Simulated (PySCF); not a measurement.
**SnN: mean field, correlation and small terms against distance**

State: ²Π, doublet, unpaired electrons π ↑. ROHF-based CCSD(T) in PySCF 2.14 with Sn cc-pwCVDZ-PP with ECP28, N aug-cc-pVDZ and Sn cc-pwCVTZ-PP with ECP28, N aug-cc-pVTZ (frozen core orbitals: 5; scalar-relativistic core potentials). Correlation energies are extrapolated as n⁻³ (n = 2, 3), Hartree–Fock as (n+1)·exp(−9√n). All energies in eV from Sn + N.

```
 R (Å)  HF/CBS  CCSD corr.      (T)   total
1.7291   1.229      -2.719  -0.3437  -1.834
1.8077   0.752      -2.764  -0.3755  -2.388
1.8863   0.586      -2.829  -0.4115  -2.654
1.9649   0.639      -2.909  -0.4510  -2.722
2.0435   0.841      -3.004  -0.4929  -2.656
2.1418   1.230      -3.140  -0.5460  -2.457
2.2400   1.707      -3.301  -0.5944  -2.189
```

A fit to the total gives Re = 1.9600 Å, De = 2.722 eV, ωe = 689.8 cm⁻¹, Be = 0.3500 cm⁻¹ (masses 119.9022 and 14.0031 u).

**Question.** At R = 1.9649 Å the CCSD correlation energy is -0.502565 hartree in the smaller basis and -0.700981 in the larger. Extrapolate it.

**Answer.** (3³·E3 − 2³·E2)/(3³ − 2³) = -0.78452 hartree; the larger basis holds 89.4 % of it.

The T1 diagnostic is 0.035, large enough to doubt a single reference. The state was picked by a PBE0 search and need not be the measured ground state. Spin–orbit coupling, excitations beyond (T) and corrections to the Born–Oppenheimer picture are left out, and spin–orbit coupling matters for open p, d or f shells this heavy.
